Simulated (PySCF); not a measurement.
# Converging InI in the basis (CCSD(T))

PySCF, RHF reference; singlet, unpaired electrons none; De to In + I without counterpoise correction. Frozen cores follow the default of each basis and core potential.

| basis | relativity | functions | Re (Å) | ωe (cm⁻¹) | De (eV) | frozen orbitals |
| --- | --- | --- | --- | --- | --- | --- |
| cc-pVDZ-PP | scalar-relativistic core potentials | 46 | 2.809 | 176 | 3.32 | 8 |
| def2-SVP | scalar-relativistic core potentials | 52 | 2.796 | 179 | 3.34 | 8 |
| x2c-TZVPPall | spin-free X2C | 120 | 2.764 | 179 | 3.57 | 36 |

(1) How does each smaller set differ from the one with most functions, x2c-TZVPPall?

Correlated steps freeze the inner cores (8 to 36 orbitals); shallow outer-core shells are correlated. Correlated levels converge slowly with the basis: in double zeta they bind strong bonds too weakly, by up to about 1 eV, and carry superposition errors of some tenths. Spin–orbit coupling is left out, which matters for elements this heavy, above all for dissociation energies. Where the molecule has an RHF reference, its open-shell atoms are computed with UHF.

Answers

(1) cc-pVDZ-PP: +4.5 pm, -1.7 % in ωe, -0.25 eV in De; def2-SVP: +3.2 pm, +0.0 % in ωe, -0.23 eV in De. All at CCSD(T); the set with most functions is neither the basis-set limit nor always the best. The rows treat relativity differently, so the differences are not basis effects alone.
